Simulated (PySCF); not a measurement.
How methods differ on the ionisation energy of Br

Br [Ar] 3d10 4s2 4p5 (2P) → Br⁺ [Ar] 3d10 4s2 4p4 (3P), as a difference of total energies. All numbers are calculated (PySCF 2.14, no relativity, point nucleus, in 6-31G* (5s4p3d, 32 functions)). Correlated levels: valence: [Ar] 3d10 frozen. The calculations carry no spin-orbit coupling.

| method | ionisation energy (eV) | difference from reference (eV) |
| --- | --- | --- |
| UHF | 10.769 | -1.075 |
| PBE0 | 11.837 | -0.007 |
| BP86 | 11.968 | +0.124 |
| MP2 (valence) | 11.284 | -0.560 |
| SCS-MP2 (valence) | 11.261 | -0.583 |
| CCSD (valence) | 11.245 | -0.599 |
| CCSD(T) (valence) | 11.253 | -0.591 |

Reference: 11.844 eV (measured; NIST levels, between the centres of gravity of the two terms).

These non-relativistic numbers lack the scalar-relativistic shift.

Errors of the correlated levels include the incompleteness of this basis and the frozen core.
